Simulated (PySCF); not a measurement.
## Electron correlation in Be (beryllium, neutral)

[He] 2s2, closed-shell 1S. All numbers are calculated (PySCF 2.14, no relativity, point nucleus, in 6-31G* (3s2p1d, 14 functions)). Frozen: 1s2; 2 electrons correlated.

Total MP2 correlation energy: -26.00 mhartree.

Same-spin part 0.00 and opposite-spin part -26.00 mhartree; SCS-MP2 scales them by 1/3 and 6/5 to -31.20 mhartree.

With two correlated electrons CCSD is exact within the correlated space (frozen core and kept virtual orbitals).

| level | correlation energy (mhartree) |
| --- | --- |
| CCSD | -46.29 |

Diagnostics: T1 = 0.012, D1 = 0.0173, largest double amplitude 0.170.

Problem. Is a single reference adequate?

Solution. Not fully. A double-excitation amplitude exceeds 0.15, a sign of near-degeneracy.
